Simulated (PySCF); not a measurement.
Level of theory: r2SCAN-D4/def2-TZVP // r2SCAN-D4/def2-SVP (PySCF). Isolated molecules, 0 K electronic values unless said otherwise. One relaxed conformer stands for a flexible species; it need not be the lowest. Excitations are Tamm–Dancoff values on a coarser integration grid. The basis has no diffuse functions, so Rydberg states are missing or too high.

Reference species (SMILES): `[SiH3][GeH2][SiH3]` (neutral, multiplicity 1).

| Item | Value |
|---|---|
| HOMO | -7.14 eV |
| HOMO–LUMO gap | 6.50 eV |
| T1 excitation (TDA) | 5.78 eV |

Changed species: `[SiH3][GeH2][GeH2][SiH3]` (Si–Ge–Ge–Si torsion 178°) (n = 2; the reference has n = 1).

**Question.** Give the shifts of the HOMO, HOMO–LUMO gap and T1 excitation (TDA).

**Answer.** the HOMO goes up by 0.30 eV, to -6.84 eV; the HOMO–LUMO gap falls by 0.64 eV, to 5.86 eV; the T1 excitation (TDA) falls by 0.53 eV, to 5.25 eV.
